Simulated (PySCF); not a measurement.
# Solvent effects on NMR parameters

Cartesian coordinates in Å; atom numbers follow the order of the lines, from 1:
```xyz
17

B    -2.5317    0.4458   -0.6701
O    -2.6530   -0.0159    0.6046
C    -1.3535   -0.0960    1.1647
C    -0.3973    0.4565    0.0810
C     0.7034   -0.4882   -0.2966
C     2.0138   -0.4189    0.4353
C     1.9246    0.0255   -0.9928
O    -1.2513    0.7269   -1.0313
H    -3.4698    0.5918   -1.4045
H    -1.1241   -1.1461    1.4111
H    -1.3162    0.4877    2.0971
H     0.0510    1.4145    0.3992
H     0.3494   -1.4834   -0.5888
H     2.5267   -1.3558    0.6647
H     2.1276    0.3510    1.2043
H     2.3754   -0.6029   -1.7643
H     1.9734    1.0972   -1.2046
```

GIAO PBE0/pcSseg-1 in PySCF on one PBE0-D3(BJ)/def2-SVP conformer, non-relativistic, equivalent nuclei averaged. Solvents enter as an IEF-PCM continuum (benzene with ε = 2.3, chloroform with ε = 4.7) around the gas-phase geometry. Shifts are referred to BF3·OEt2, TMS computed in the same medium.

Gas phase, δ in ppm: B1 27.9, C4 85.1, C3 73.2, C5 18.8, C7 5.4, C6 3.4, H11 4.26, H9 4.13, H10 3.91, H12 3.19, H16 0.68, H13 0.59, H14 0.47, H17 0.46. Dipole moment 2.60 D.

Question: How does each δ change in the continuum?

Answer: 
```tsv
atoms	environment	Δδ, benzene	Δδ, chloroform
B1	boron bonded to 2 O, H, in a 5-membered ring	+0.2	+0.3
C4	sp3 CH bonded to O	+0.4	+0.6
C3	sp3 CH2 bonded to O	+0.3	+0.6
C5	three-membered-ring carbon	+0.2	+0.3
C7	three-membered-ring carbon	0.0	-0.1
C6	three-membered-ring carbon	+0.1	+0.2
H11	hydrogen on an sp3 CH2 bonded to O	+0.09	+0.15
H9	hydrogen on a boron bonded to 2 O, in a 5-membered ring	-0.03	-0.05
H10	hydrogen on an sp3 CH2 bonded to O	+0.08	+0.13
H12	hydrogen on an sp3 CH bonded to O	+0.12	+0.19
H16	hydrogen on a three-membered-ring carbon	+0.02	+0.01
H13	hydrogen on a three-membered-ring carbon	+0.07	+0.12
H14	hydrogen on a three-membered-ring carbon	+0.05	+0.08
H17	hydrogen on a three-membered-ring carbon	+0.01	+0.01
```

Changes are relative to the gas phase. The dipole moment becomes 2.90 D in benzene, 3.09 D in chloroform.

Question: Which of the listed nuclei move most (in ppm), and what does the model miss? (N and O are left out, as their reference compounds move with the solvent too.)

Answer: C4 (sp3 CH bonded to O, +0.6 ppm) and C3 (sp3 CH2 bonded to O, +0.6 ppm) in chloroform. A continuum only polarises the solute; specific hydrogen bonds, the anisotropy of aromatic solvents and changes of geometry or conformer are outside it.
